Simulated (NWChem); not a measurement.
Species: InSiH3F2; SMILES [In]([F])([F])[SiH3]

All runs: NWChem. Geometry: optimised at PBE0/def2-SVP. def2 effective core potentials on In; no spin-orbit coupling. Ions are spin-unrestricted doublets at the neutral geometry; other ion states weren't tried.

Question: Order these by “−ε(HOMO) (eV)”, lowest first: M06-2X/def2-SVPD; PBE/def2-SVPD; B3LYP/def2-SVPD.

Answer: PBE/def2-SVPD (7.73), B3LYP/def2-SVPD (8.83), M06-2X/def2-SVPD (10.06)
